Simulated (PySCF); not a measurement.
Geometry:
| atom | x (Å) | y (Å) | z (Å) |
| --- | --- | --- | --- |
| C1 | 2.471 | -0.083 | 0.208 |
| C2 | 1.340 | 0.880 | 0.553 |
| C3 | 0.138 | 0.760 | -0.381 |
| S4 | -0.993 | 2.179 | -0.078 |
| C5 | -0.601 | -0.585 | -0.345 |
| C6 | -1.263 | -0.878 | 0.999 |
| C7 | -1.639 | -0.646 | -1.464 |
| H8 | 3.335 | 0.125 | 0.835 |
| H9 | 2.765 | 0.032 | -0.833 |
| H10 | 2.175 | -1.116 | 0.373 |
| H11 | 1.025 | 0.720 | 1.587 |
| H12 | 1.717 | 1.904 | 0.483 |
| H13 | 0.472 | 0.937 | -1.408 |
| H14 | -1.100 | 2.002 | 1.236 |
| H15 | 0.150 | -1.359 | -0.537 |
| H16 | -1.716 | -1.866 | 0.977 |
| H17 | -0.542 | -0.857 | 1.813 |
| H18 | -2.048 | -0.153 | 1.204 |
| H19 | -2.144 | -1.608 | -1.458 |
| H20 | -1.168 | -0.508 | -2.435 |
| H21 | -2.384 | 0.136 | -1.331 |

Geometry: GFN2-xTB; GIAO shifts from PySCF, gas phase, non-relativistic, averaged over equivalent atoms.

At PBE0/cc-pVDZ (172 basis functions, 19 s wall time on 1 thread of an Arm Neoverse V2, shared host):
| atoms | δ (ppm) |
| --- | --- |
| C3 | 57.0 |
| C2 | 36.3 |
| C5 | 31.8 |
| C7 | 24.0 |
| C1 | 15.4 |
| C6 | 14.7 |
| H13 | 2.35 |
| H12 | 2.22 |
| H15 | 2.04 |
| H11 | 1.57 |
| H19/H20/H21 | 1.12 |
| H8/H9/H10 | 0.97 |
| H14 | 0.79 |
| H16/H17/H18 | 0.79 |

Shifts are taken against calculated references (same method and geometry level): ¹³C (σref 199.12) and ¹H (σref 31.75) vs TMS.

What do these become at PBE0/pcSseg-1?

Results:


```json
{"atoms": "C3", "δ at PBE0/pcSseg-1": "56.0", "change": "-1.0"}
{"atoms": "C2", "δ at PBE0/pcSseg-1": "36.4", "change": "+0.1"}
{"atoms": "C5", "δ at PBE0/pcSseg-1": "30.2", "change": "-1.6"}
{"atoms": "C7", "δ at PBE0/pcSseg-1": "24.1", "change": "+0.1"}
{"atoms": "C1", "δ at PBE0/pcSseg-1": "15.1", "change": "-0.3"}
{"atoms": "C6", "δ at PBE0/pcSseg-1": "14.1", "change": "-0.6"}
{"atoms": "H13", "δ at PBE0/pcSseg-1": "2.24", "change": "-0.11"}
{"atoms": "H12", "δ at PBE0/pcSseg-1": "2.19", "change": "-0.03"}
{"atoms": "H15", "δ at PBE0/pcSseg-1": "1.89", "change": "-0.15"}
{"atoms": "H11", "δ at PBE0/pcSseg-1": "1.48", "change": "-0.09"}
{"atoms": "H19/H20/H21", "δ at PBE0/pcSseg-1": "1.20", "change": "+0.08"}
{"atoms": "H8/H9/H10", "δ at PBE0/pcSseg-1": "1.02", "change": "+0.05"}
{"atoms": "H14", "δ at PBE0/pcSseg-1": "1.14", "change": "+0.35"}
{"atoms": "H16/H17/H18", "δ at PBE0/pcSseg-1": "0.78", "change": "-0.01"}
```

References, each an isolated molecule treated in the same way: ¹³C (σ = 186.93 ppm), ¹H (σ = 31.72 ppm) against TMS.

The largest change is at C5 (sp3 CH). Cost: 196 basis functions, 32 s wall time on 1 thread of an Arm Neoverse V2, shared host. The order of the carbon signals is the same at both levels.
